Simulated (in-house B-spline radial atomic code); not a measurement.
Successive ionisation energies of tantalum; each step leads to the configuration of the next row (after the last: [Ne] 3s2 3p1/2(2) 3p3/2(1)). Dirac energy differences include first-order Breit, QED and recoil terms. NIST's values go from ground level to ground level; the uncertainty of those that are theory runs from under 0.1 % in few-electron ions to several per cent in heavy many-electron ones. Computed with a B-spline radial code for spherical atoms: Dirac-Hartree-Fock, jj configuration that fills j = l - 1/2 first, finite nuclei.

A number in brackets counts the electrons of a j subshell.

| ion | configuration | ionisation energy (eV) | tabulated value (eV) | tabulated kind | computed minus tabulated (eV) | highest orbital | largest mean radius (bohr) |
| --- | --- | --- | --- | --- | --- | --- | --- |
| Ta40+ | [Ar] 3d10 4s2 4p1/2(2) 4p3/2(1) | 1910.1 | 1910 | tabulated theory | 0 | 4p3/2 | 0.42358 |
| Ta41+ | [Ar] 3d10 4s2 4p1/2(2) | 2052.4 | 2053 | tabulated theory | -1 | 4p1/2 | 0.40535 |
| Ta42+ | [Ar] 3d10 4s2 4p1/2(1) | 2112.5 | 2113 | tabulated theory | -1 | 4p1/2 | 0.4035 |
| Ta43+ | [Ar] 3d10 4s2 | ? | ? | tabulated theory | ? | ? | ? |
| Ta44+ | [Ar] 3d10 4s1 | 2314.9 | 2314.7 | semi-empirical | 0 | 4s1/2 | 0.39946 |
| Ta45+ | [Ar] 3d10 | 3894.8 | 3898.7 | measured | -4 | 3d5/2 | 0.20295 |
| Ta46+ | [Ar] 3d3/2(4) 3d5/2(5) | 4020.1 | 4014 | tabulated theory | 6 | 3d5/2 | 0.20178 |
| Ta47+ | [Ar] 3d3/2(4) 3d5/2(4) | 4146.9 | 4143 | tabulated theory | 4 | 3d5/2 | 0.20063 |
| Ta48+ | [Ar] 3d3/2(4) 3d5/2(3) | 4275.2 | 4278 | tabulated theory | -3 | 3d5/2 | 0.19949 |
| Ta49+ | [Ar] 3d3/2(4) 3d5/2(2) | 4405.1 | 4410 | tabulated theory | -5 | 3d5/2 | 0.19836 |
| Ta50+ | [Ar] 3d3/2(4) 3d5/2(1) | ? | ? | tabulated theory | ? | ? | ? |
| Ta51+ | [Ar] 3d3/2(4) | 4744.1 | 4745 | tabulated theory | -1 | 3d3/2 | 0.19612 |
| Ta52+ | [Ar] 3d3/2(3) | 4880.8 | 4877 | tabulated theory | 4 | 3d3/2 | 0.19491 |
| Ta53+ | [Ar] 3d3/2(2) | 5019.0 | 5024 | tabulated theory | -5 | 3d3/2 | 0.19372 |
| Ta54+ | [Ar] 3d3/2(1) | ? | ? | tabulated theory | ? | ? | ? |
| Ta55+ | [Ne] 3s2 3p6 | 5536.8 | 5537 | tabulated theory | 0 | 3p3/2 | 0.19137 |
| Ta56+ | [Ne] 3s2 3p1/2(2) 3p3/2(3) | 5658.9 | 5655 | tabulated theory | 4 | 3p3/2 | 0.19035 |
| Ta57+ | [Ne] 3s2 3p1/2(2) 3p3/2(2) | 5782.0 | 5785 | tabulated theory | -3 | 3p3/2 | 0.18941 |

(1) Fill in the row of Ta43+.

(2) Fill in the row of Ta50+.

(3) Fill in the row of Ta54+.

(4) Where is the largest jump?

Answers

(1) ionisation energy (eV): 2254.6; tabulated value (eV): 2254; computed minus tabulated (eV): 1; highest orbital: 4s1/2; largest mean radius (bohr): 0.40166.

(2) ionisation energy (eV): 4536.5; tabulated value (eV): 4537; computed minus tabulated (eV): 0; highest orbital: 3d5/2; largest mean radius (bohr): 0.19723.

(3) ionisation energy (eV): 5158.9; tabulated value (eV): 5159; computed minus tabulated (eV): 0; highest orbital: 3d3/2; largest mean radius (bohr): 0.19254.

(4) From Ta44+ to Ta45+, by a factor of 1.68 (2314.9 to 3894.8 eV); the highest orbital goes from 4s1/2 to 3d5/2.
